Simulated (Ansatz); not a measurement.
# Which is lower?

Two relaxed structures of H2TeO, singlet (PBE0-D4/def2-TZVP; forces vanish, vibrations not checked).

A:

O1  (-0.605, -0.809, 0.465)
Te2  (0.458, 1.165, 0.281)
H3  (0.084, -1.478, 0.563)
H4  (-1.091, -0.777, 1.297)
(Å)

B:

```xyz
4
angstrom
O -0.4789 -0.6825 0.6578
Te 0.4261 1.0097 0.2425
H 0.1252 -1.4003 0.4469
H -0.0725 1.0731 -1.3472
```

Program: Ansatz 0.2.0. Basis: def2-TZVPP. Cores are frozen in the correlated methods. Filled d shells of the heavier atoms are correlated. Core potentials replace the inner electrons of the atoms past krypton. The def2 sets are not built for correlating such inner shells, so the correlated values are less sure here. B3LYP uses VWN-RPA correlation.

(1) Which structure is lower at CCSD(T), and by how much? (Judge from chemistry; the value comes from the calculation.)

No T1 diagnostic of these runs exceeds 0.013. The restricted Hartree–Fock reference is unstable towards an unrestricted one at one or more of these structures.

Results:

(1) Computed: B, by 65.6 kJ/mol (electronic energy, against the other). By their contacts, A is H₂TeO ([OH2][Te]) and B is H₂TeO ([OH][TeH]).

All methods give the same order:

| method | E(B) − E(A) (kJ/mol) |
| --- | --- |
| PBE-D4 | -78.0 |
| r2SCAN-D4 | -79.2 |
| PBE0-D4 | -68.3 |
| B3LYP-D4 | -66.0 |
| wB97M-V | -55.9 |
| HF | -31.4 |
| MP2 | -68.6 |
| CCSD | -60.3 |
| CCSD(T) | -65.6 |

Labels in which every atom is bracketed show which atoms are joined, not bond orders.

For scale, one of the runs: CCSD(T)/def2-TZVPP, 109 basis functions, launched by `ansatz run in.yaml --threads 2 --pin off --events-out ev --progress --plain --max-ram 4352MiB`. Hardware: 2 CPU threads of an Intel Xeon 6975P-C, shared host. Wall time about 6 s.
